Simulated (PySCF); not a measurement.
Dipole moment and polarisability of `FC[SiH2]C#C[SiH3]`

Compound: C3H7FSi2.
Geometry (PBE0-D3(BJ)/def2-SVP, Å), atoms numbered from 1 in this order:
```xyz
13
C3H7FSi2 angstrom
F     -3.890   -0.503    0.759
C     -2.535   -0.683    0.582
Si    -1.656    1.001    0.637
C      0.137    0.692    0.383
C      1.323    0.440    0.207
Si     3.103    0.072   -0.059
H     -2.145   -1.348    1.373
H     -2.354   -1.182   -0.386
H     -2.174    1.884   -0.445
H     -1.874    1.648    1.962
H      3.788   -0.031    1.261
H      3.719    1.168   -0.861
H      3.233   -1.220   -0.792
```

Level: B3LYP/def2-SVPD (PySCF), static field, nuclei fixed, core orbitals frozen in the response. The polarisability tensor in these axes (au):

```
x   130.70  -5.48  -7.80
y    -5.48  79.84   1.30
z    -7.80   1.30  74.68
```

Q: What are the eigenvalues, a third of the trace, and Δα (Δα² = ½Σ(αi − αj)² over the three pairs)?

A: Principal values 73.56, 79.29 and 132.37 au; mean 95.07 au = 14.09 Å³ = 15.68 × 10⁻⁴⁰ C²·m²/J; Δα = 56.16 au (59 % of the mean).

Q: What is the dipole moment, and where does it point?

A: (1.67, -0.45, -0.25) D, 1.74 D in size, pointing from the negative to the positive side. Measured along this direction, the outermost atoms are F1 at the negative end and H13 and H11 at the positive end.

Q: What would n − 1 = 2πNα be for an ideal gas of these molecules at 298.15 K and 1 atm, electronic part alone?

A: N = p/kT = 2.4615 × 10¹⁹ cm⁻³, so n − 1 = 2π × N × 14.09 × 10⁻²⁴ cm³ = 2179 × 10⁻⁶ at long wavelengths.

Q: Along which axes do the principal values lie, and how far do the nuclei extend along each?

A: Largest value along (0.99, -0.11, -0.14), where the nuclei span 7.54 Å; middle along (0.12, 0.99, 0.08), 3.05 Å; least along (0.13, -0.09, 0.99), 2.62 Å. The response follows the extents in order.

Q: Find the Langevin capture rate constant for H3O+ (19.018 u) meeting this molecule (118.007 u), k = 2.342 × 10⁻⁹ cm³/s × √(α in Å³ / reduced mass in u).

A: The reduced mass is 16.38 u, so k = 2.17 × 10⁻⁹ cm³/s. The formula leaves out the permanent dipole, which adds to the capture rate.

Q: Sum over states: ᾱ = Σ f/ω², ω in Eh. What share falls to these 6 lowest TDDFT singlets (eV, f)? 5.47, 0.0000; 5.64, 0.0048; 5.64, 0.0012; 6.92, 0.3989; 7.03, 0.0017; 7.14, 0.0150.

A: They add up to 6.56 au, 6.9 % of the 95.07 au; the largest single term is 6.17 au, from the state at 6.92 eV. Terms in order: 0.00, 0.11, 0.03, 6.17, 0.03, 0.22 au. Higher excitations give the rest. The strengths listed sum to 0.422.

Q: What molar refraction does this α imply?

A: Lorentz–Lorenz: R = (4π/3)N_A α = 2.5225 cm³/(mol·Å³) × 14.09 Å³ = 35.5 cm³/mol, in the limit of long wavelengths.

One conformer (not necessarily the lowest) at the PBE0-D3(BJ)/def2-SVP geometry, without solvent, vibrations or thermal averaging.
